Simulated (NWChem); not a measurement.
System: SiH$_{2}$O$_{2}$F$_{2}$; SMILES O[Si](O)(F)F

NWChem printed, in part:

```
             Northwest Computational Chemistry Package (NWChem) 7.3.0
             --------------------------------------------------------

                             Geometry "geometry" -> ""
                             -------------------------

 Output coordinates in angstroms (scale by  1.889725989 to convert to a.u.)

  No.       Tag          Charge          X              Y              Z
 ---- ---------------- ---------- -------------- -------------- --------------
    1 O                    8.0000    -0.07761700    -1.31483300     0.96433600
    2 Si                  14.0000     0.00000300     0.00000200     0.01296500
    3 O                    8.0000     0.07762300     1.31483200     0.96433300
    4 F                    9.0000    -1.27242800     0.03057500    -0.97017300
    5 F                    9.0000     1.27243300    -0.03058300    -0.97017600
    6 H                    1.0000    -0.52004500    -2.09327000     0.61514600
    7 H                    1.0000     0.52003800     2.09327700     0.61514600

 Effective nuclear repulsion energy (a.u.)     267.2350883932

                                 NWChem DFT Module
                                 -----------------

 Summary of "ao basis" -> "ao basis" (spherical)
 ------------------------------------------------------------------------------
       Tag                 Description            Shells   Functions and Types
 ---------------- ------------------------------  ------  ---------------------
 O                           6-31g*                  6       14   3s2p1d
 Si                          6-31g*                  8       18   4s3p1d
 F                           6-31g*                  6       14   3s2p1d
 H                           6-31g*                  2        2   2s

 in cosmo_initialize ...
 calling solv_data for solv:h2o

 solvent parameters
 solvname_short: h2o
 solvname_long:  water
 dielec:       78.4000
 dielecinf:     1.7769
 aqueous SMD model solvent descriptors
 dielec:       78.4000
 sola:          0.8200

          ---------------
          -cosmo- solvent
          ---------------
 Cosmo: York-Karplus, doi: 10.1021/jp992097l
 dielectric constant -eps-     =  78.40
 screen = (eps-1)/(eps    )    =   0.98724
 surface charge correction     = lagrangian

   van der Waals surface
 --------------------------

[...]

                                COSMO-SMD solvation results
                                ---------------------------

             internal energy in gas <Psi(g)|H|Psi(g)> =      -640.879881022952
         internal energy in solvent <Psi(s)|H|Psi(s)> =      -640.877455210793
                               delta internal energy  =         0.002425812159 (    1.52 kcal/mol)
   total free energy in solvent <Psi(s)|H+V/2|Psi(s)> =      -640.900947624649
 polarization energy contribution <Psi(s)|V/2|Psi(s)> =        -0.023492413856 (  -14.74 kcal/mol)
    total free energy in solvent including G(SMD-CDS) =      -640.896291592387
                       G(SMD-CDS) energy contribution =         0.004656032262 (    2.92 kcal/mol)
     1 M fixed-concentration free energy of solvation =        -0.016410569435 (  -10.30 kcal/mol)

                       DFT Final Molecular Orbital Analysis
                       ------------------------------------

 Vector   23  Occ=2.000000D+00  E=-4.592133D-01
              MO Center= -1.1D-05, -1.0D-04,  6.7D-01, r^2= 2.9D+00
   Bfn.  Coefficient  Atom+Function         Bfn.  Coefficient  Atom+Function
  ----- ------------  ---------------      ----- ------------  ---------------
     5      0.333516  1 O  pz                37     -0.333480  3 O  pz
     9      0.237297  1 O  pz                41     -0.237271  3 O  pz
     3      0.175705  1 O  px                35      0.175697  3 O  px
    50     -0.176436  4 F  py                64     -0.176432  5 F  py
    22      0.173642  2 Si py                54     -0.130781  4 F  py

 Vector   24  Occ=2.000000D+00  E=-4.342136D-01
              MO Center=  1.2D-05,  2.8D-04,  7.5D-01, r^2= 2.6D+00
   Bfn.  Coefficient  Atom+Function         Bfn.  Coefficient  Atom+Function
  ----- ------------  ---------------      ----- ------------  ---------------
     3      0.322470  1 O  px                35      0.322576  3 O  px
     7      0.247642  1 O  px                39      0.247725  3 O  px
     5     -0.217321  1 O  pz                37      0.217342  3 O  pz
     9     -0.166043  1 O  pz                41      0.166060  3 O  pz
     4     -0.150273  1 O  py                36     -0.150301  3 O  py

 Vector   25  Occ=2.000000D+00  E=-4.284000D-01
              MO Center= -6.5D-06, -2.9D-04,  8.3D-01, r^2= 2.5D+00
   Bfn.  Coefficient  Atom+Function         Bfn.  Coefficient  Atom+Function
  ----- ------------  ---------------      ----- ------------  ---------------
     3      0.401868  1 O  px                35     -0.401787  3 O  px
     7      0.317836  1 O  px                39     -0.317774  3 O  px
     4     -0.117882  1 O  py                36      0.117840  3 O  py
    50     -0.111367  4 F  py                64      0.111387  5 F  py
     5     -0.109385  1 O  pz                37     -0.109327  3 O  pz

 Vector   26  Occ=0.000000D+00  E= 7.561786D-02
              MO Center=  5.3D-06,  1.7D-05,  1.8D-01, r^2= 4.8D+00
   Bfn.  Coefficient  Atom+Function         Bfn.  Coefficient  Atom+Function
  ----- ------------  ---------------      ----- ------------  ---------------
    24      1.365688  2 Si s                  6     -0.637307  1 O  s
    38     -0.637314  3 O  s                 76      0.380661  6 H  s
    78      0.380661  7 H  s                 52     -0.316550  4 F  s
    66     -0.316551  5 F  s                 16     -0.183679  2 Si s
     9      0.163953  1 O  pz                41      0.163954  3 O  pz

[...]
```

Level: M06-2X/6-31G* (spherical d), SMD on the gas-phase geometry. Structure relaxed at the PBE0/def2-SVP level. Solvent: water.

Q: Write an input that gives this output.

A: This is not unique; one that fits is the input that was run:
```
start job
memory heap 200 mb stack 900 mb global 1100 mb
geometry units angstroms noautosym nocenter noautoz
  O     -0.077617    -1.314833     0.964336
  Si     0.000003     0.000002     0.012965
  O      0.077623     1.314832     0.964333
  F     -1.272428     0.030575    -0.970173
  F      1.272433    -0.030583    -0.970176
  H     -0.520045    -2.093270     0.615146
  H      0.520038     2.093277     0.615146
end
basis spherical
  * library 6-31g*
end
dft
  xc m06-2x
  iterations 150
end
cosmo
  do_cosmo_smd true
  solvent water
end
task dft energy
```
